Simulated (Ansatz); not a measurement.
`N[SiH2]N` + `N[SiH](O)Cl` → `N[SiH2]O[SiH](N)Cl` + NH₃  (ligand exchange at the Si–N bond)

Isolated molecules relaxed with PBE0-D4/def2-TZVP in Ansatz; ΔE leaves out vibrations. CCSD(T)/CBS adds triple-zeta CCSD(T) − MP2 to the extrapolated MP2 energy (def2 sets, frozen cores). This one scheme is used for every species. DFT in def2-TZVPP. One conformer a species, not always the lowest.

```csv
level,ΔE (kcal/mol)
PBE-D4,-14.6
B2PLYP,-15.0
```

Q: What does CCSD(T)/CBS give? (Best estimate.)

A: Ansatz gave: -15.9 kcal/mol. The listed levels differ from it by 1.3, 0.9 kcal/mol.

Largest T1 diagnostic among the species: 0.010.

The D4 term adds −2.7 kcal/mol with B3LYP and −1.6 kcal/mol with PBE0; it sums over pairs of atoms, weighted by their polarisabilities, and B3LYP, whose exchange is more repulsive, gets the larger term.

B3LYP here is the variant with VWN-RPA as its local correlation; programs differ in this.
